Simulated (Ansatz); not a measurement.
Geometry optimisation, RKS PBE0/def2-SVP (Ansatz).

Input file:

```yaml
crystal:
  periodic: [false, false, false]
  atoms:
    - { symbol: O, position_ang: [-0.3583, 0.9386, -1.6053] }
    - { symbol: B, position_ang: [0.3747, 0.6993, -0.4192] }
    - { symbol: C, position_ang: [0.3089, -0.744, 0.2286] }
    - { symbol: O, position_ang: [-0.0366, -0.6488, 1.562] }
    - { symbol: H, position_ang: [-1.2768, 1.2983, -1.2927] }
    - { symbol: H, position_ang: [1.0481, 1.5665, 0.0574] }
    - { symbol: H, position_ang: [-0.2825, -1.4207, -0.351] }
    - { symbol: H, position_ang: [1.409, -1.1436, 0.2335] }
    - { symbol: H, position_ang: [-1.098, -0.5918, 1.5696] }
basis:
  gaussian: { orbitals: def2-SVP }
hamiltonian:
  xc: pbe0
relax:
  f_tol: 0.015
  max_steps: 40
output:
  orbitals: {}
```

Launched with:

```bash
$ ansatz run input.yaml --threads 1 --pin off --max-ram 2048MiB --backend cpu --events-out ev --progress --plain --runs-dir out
```

Q: Where does it end, and by what steps?

A: It converged. After 23 steps the energy has fallen by 1.356 eV; H6 moved furthest, 1.50 Å.

```
step  energy less start (eV)  largest force component (eV/Å)  accepted
   0                  0.0000                           4.633       yes
   1                 -0.5046                           1.502       yes
   2                 -0.7595                           1.464       yes
   3                 -0.9692                           2.521       yes
   4                 -1.1984                           0.730       yes
   5                 -1.2451                           0.536       yes
   6                 -1.2032                           0.669        no
   7                 -1.2681                           0.284       yes
   8                 -1.2738                           0.121       yes
   9                 -1.2852                           0.109       yes
  10                 -1.2941                           0.333       yes
  11                 -1.2977                           0.572       yes
  12                 -1.3276                           0.450       yes
  13                 -1.3420                           0.199       yes
  14                 -1.3457                           0.260       yes
  15                 -1.3443                           0.433        no
  16                 -1.3498                           0.114       yes
  17                 -1.3515                           0.147       yes
  18                 -1.3524                           0.105       yes
  19                 -1.3547                           0.016       yes
  20                 -1.3553                           0.038       yes
  21                 -1.3555                           0.069       yes
  22                 -1.3557                           0.033       yes
  23                 -1.3558                           0.012       yes
```

```xyz
9
Properties=species:S:1:pos:R:3
O -0.003 0.846 -1.661
B -0.082 0.631 -0.329
C 0.203 -0.815 0.222
O 0.383 -0.918 1.617
H -0.223 1.747 -1.915
H -0.403 1.541 0.417
H -0.607 -1.487 -0.148
H 1.117 -1.206 -0.260
H -0.296 -0.384 2.041
```

The run took 68 s on 1 CPU thread of a shared host.
